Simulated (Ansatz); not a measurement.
Ansatz (a quantum-chemistry and plane-wave program) input (RI-MP2/cc-pVQZ):
A basis named .json is the Basis Set Exchange file of that set.

Ansatz 0.2 input:
```yaml
crystal:
  periodic: [false, false, false]
  atoms:
    - {symbol: C, position_ang: [1.72104225, -0.66666999, -0.22919540]}
    - {symbol: C, position_ang: [0.62178908, 0.04381524, -0.24510990]}
    - {symbol: C, position_ang: [0.62952120, 1.54609760, -0.11275537]}
    - {symbol: C, position_ang: [-0.73865400, -0.61958356, -0.40289185]}
    - {symbol: C, position_ang: [-1.63665866, -0.46269615, 0.82711021]}
    - {symbol: H, position_ang: [1.99205635, -1.70828409, -0.30768596]}
    - {symbol: H, position_ang: [0.11306222, 2.00513414, -0.96085992]}
    - {symbol: H, position_ang: [1.64569289, 1.93321150, -0.07220185]}
    - {symbol: H, position_ang: [0.10574416, 1.86236273, 0.79241806]}
    - {symbol: H, position_ang: [-1.23486527, -0.17847762, -1.27466139]}
    - {symbol: H, position_ang: [-0.60018017, -1.67959167, -0.62132999]}
    - {symbol: H, position_ang: [-1.85686723, 0.58494367, 1.03587654]}
    - {symbol: H, position_ang: [-1.15906580, -0.88910379, 1.71107848]}
    - {symbol: H, position_ang: [-2.58781625, -0.97597384, 0.67441986]}
basis:
  gaussian:
    orbitals: cc-pVQZ
    fitting: {mean_field: def2-universal-jkfit, correlation: cc-pVQZ-RIFIT.json}
magnetization: {spin_polarized: true, initial_magnetization: 1}
correlation: {method: mp2, electrons: outside_noble_gas}
```

Output:

```
Functional definition: HF
integrals: 1.23 GiB planned
537 factors; integrals over basis functions are off by at most 3.9e0 eV
1.14 GiB of device memory are held for the factors and their scratch space
mean field: 2.76 GiB planned
mean field evaluation 1: about -5290.1178 eV, gradient 2.7e1 eV
mean field evaluation 2: about -5293.9220 eV, gradient 1.1e1 eV
mean field evaluation 4: about -5294.7159 eV, gradient 1.5e0 eV
mean field evaluation 8: about -5294.7984 eV, gradient 4.5e-1 eV
mean field -5294.82619631 eV, -194.5812737522 hartree, gradient 8.0e-6 eV, S^2 0.918853; 0 other end points of the search recorded, 0 dependent functions left out
5 core orbitals not correlated
1155 factors; their error is unknown
reference -5294.82619631 eV, -194.5812737522 hartree; 15, 14 occupied and 525, 526 virtual orbitals, 1155 factors
second order -23.42845707 eV of doubles, -0.00000000 eV of singles
Total energy: -5318.25465338 eV, -195.4422536691 hartree
```

It need not be the lowest isomer of its formula.

The determinant is spin-contaminated: <S^2> is 0.92 against 0.75 for a pure state.
